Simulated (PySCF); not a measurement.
A TDDFT job was run through a driver script with this input:

```
{"job": {"kind": "uv", "xc": "CAM-B3LYP", "basis": "def2-SVPD", "dynamic": true, "nstates": 6, "ntriplets": 0, "group": "solv-KCCGZHTWHSYQJR-UHFFFAOYSA-N-uv", "role": "base"}, "charge": 0, "multiplicity": 1}
C      3.425420    -0.374709    -0.269501
O      2.385947     0.562219    -0.446720
C      1.141713     0.112803    -0.264315
C      0.057606     1.033816    -0.435915
C     -1.148182     0.433643    -0.215147
O     -2.330225     1.031006    -0.298629
C     -3.471370     0.254559    -0.033042
Se    -0.867837    -1.384028     0.228063
N      0.915624    -1.130652     0.062085
H      3.432227    -0.770297     0.758325
H      4.360608     0.160543    -0.474791
H      3.314798    -1.226053    -0.959083
H      0.184264     2.079949    -0.708398
H     -3.449326    -0.141109     0.998000
H     -4.342632     0.910277    -0.147832
H     -3.553216    -0.585169    -0.745827
```

Its output, with some lines taken out ([cut]) and without the SCF cycles:

```
converged SCF energy = -2800.8323868274

Static polarisability (au): isotropic 100.385, principal 67.573 96.975 136.607

Singlet excitations
state   eV       nm        f      main configurations
  1   4.5421    273.0   0.00000   H->L 0.88
  2   5.2904    234.4   0.00070   H-1->L 0.89
  3   5.4125    229.1   0.12701   H->L+1 0.92
[cut]
[cut]
[cut]
```

Computed with TDDFT CAM-B3LYP/def2-SVPD, vertical, gas phase, core orbitals frozen in the response in PySCF 2.14.0, density-fitted response routines. One conformer (not necessarily the lowest) at the PBE0-D3(BJ)/def2-SVP geometry, without solvent, vibrations or thermal averaging. Relativistic effects, spin–orbit coupling among them, are left out although an element past zinc is present.

Q: Restore the lines that were cut, in order.

A: 
```
  4   5.7476    215.7   0.10481   H-1->L+1 0.91
  5   6.0608    204.6   0.02007   H->L+2 0.84
  6   6.4026    193.6   0.00007   H-2->L+1 0.80, H->L+3 0.12
```

Q: Give the energy of state 6 in hartree, cm⁻¹ and kJ/mol.

A: 0.23529 hartree, 51640 cm⁻¹, 617.8 kJ/mol.

Q: What is the polarisability anisotropy, √(½[(α1 − α2)² + (α2 − α3)² + (α3 − α1)²])?

A: 60.00 au.

Q: What share of the summed oscillator strength falls to the strongest level in this window?

A: State 3 at 229 nm: 0.1270 of 0.2527, or 50%.

Q: Which species is it?

A: `COC1=CC(OC)=N[Se]1` (C5H7NO2Se), point group Cs.

H and L stand for HOMO and LUMO.

Rough CPU time on one thread of a shared machine: about 2.4 min.

Conformer computed: `[CH3:1][O:2][c:3]1[cH:4][c:5]([O:6][CH3:7])[se:8][n:9]1`: C1–O2–C3–C4 180°, C4–C5–O6–C7 180°.
